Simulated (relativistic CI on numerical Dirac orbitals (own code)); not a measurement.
**Eu3+ (4f6) in a crystal field**

Calculated by Dirac-Coulomb-Breit CI, separate exchange-only KLI orbitals for each configuration, QED by a radiative potential, valence Slater integrals scaled by 0.75, one configuration in a parametric crystal field (own radial code).

Field parameters in Wybourne normalisation. The field is a parameter set, without covalency.

S is read from ⟨S²⟩ = S(S + 1).

Powder χT (cm³ K mol⁻¹) by Van Vleck's formula, with temperature-independent terms:

| Field | 2 K | 5 K | 10 K | 20 K | 50 K | 100 K | 200 K | 300 K |
| --- | --- | --- | --- | --- | --- | --- | --- | --- |
| D4h, B20 = 1700, B40 = 450, B44 = 300, B60 = 730, B64 = -970 cm⁻¹ | 0.0124 | 0.031 | 0.0619 | 0.124 | 0.31 | 0.613 | 1.06 | 1.32 |
| D4h, B20 = 600, B40 = -660, B44 = -540, B60 = 210, B64 = 70 cm⁻¹ | 0.00976 | 0.0244 | 0.0488 | 0.0976 | 0.244 | 0.488 | 0.918 | 1.21 |

Q: For D4h, B20 = 600, B40 = -660, B44 = -540, B60 = 210, B64 = 70 cm⁻¹: what effective moment follows at 300 K?

A: μ_eff = √(8χT) = 3.11 μB. The LS value g√(J(J + 1)) of the free ion's 7F_0 level is 0.00 μB. The ground level is a non-magnetic singlet, so χT starts at zero and rises through temperature-independent paramagnetism and the filling of excited levels.
